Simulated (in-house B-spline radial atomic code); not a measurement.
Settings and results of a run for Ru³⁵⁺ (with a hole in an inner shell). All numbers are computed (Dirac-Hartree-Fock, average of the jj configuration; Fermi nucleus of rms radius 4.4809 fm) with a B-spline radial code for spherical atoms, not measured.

In the input, a minus or plus after the letter marks the j = l - 1/2 or j = l + 1/2 subshell.

Command:
```bash
python run_scf.py task.json out
```
Settings (nuclear radius in fm, mass in u):
```
Z                44
configuration    1s2 2s2 2p-2 2p+3
hamiltonian      dirac
method           hf
spin_polarised   False
nucleus          fermi
rms_radius       4.4809
atomic_mass      101.90434
speed_of_light   137.035999084
```

Output (hartree, bohr):
```
 radial grid: 54 intervals, B-splines of order 8, outer radius 1.1204 bohr

 iter        energy (Eh)    residual
    1       -3395.266025    3.87e+00
    2       -3407.605405    1.49e-01
    3       -3407.622012    7.08e-02
    4       -3407.625833    3.36e-02
    5       -3407.626972    1.65e-03
    6       -3407.626974    1.51e-05
    7       -3407.626974    5.33e-08

 total energy                     -3407.62697
 kinetic                            3576.8396
 electron-nucleus                  -7284.9351
 electron-electron                   300.4686

 first-order corrections (not in the total)
   Gaunt                             2.4378
   retardation                      -0.1992
   frequency dependence             -0.0145
   self-energy                       2.0801
   Uehling                          -0.2482
   Wichmann-Kroll                    0.0041
   recoil                            0.0147

 orbital      occ     eigenvalue          <r>       <r^2>       <1/r>     <1/r^2>       <r^4>       r_max    small
 1s1/2      2.000      -899.6795    0.0333685  0.00150271     45.9324     4475.12 5.85019e-06     0.02171  2.59e-02
 2s1/2      2.000      -194.4637     0.141068   0.0234057     10.8184     521.768 0.000922817      0.1211  5.67e-03
 2p1/2      2.000      -186.8049     0.119657   0.0174486     10.7416     167.497   0.0005938     0.09378  5.62e-03
 2p3/2      3.000      -181.7540     0.123988    0.018607     10.1945     140.661 0.000664372     0.09755  5.44e-03
```

Run time, properties included: 0.2 s on 1 thread of Intel(R) Xeon(R) Platinum 8488C, on a shared host.

For the Dirac Hamiltonian the kinetic term is c α·p + (β - 1)c².
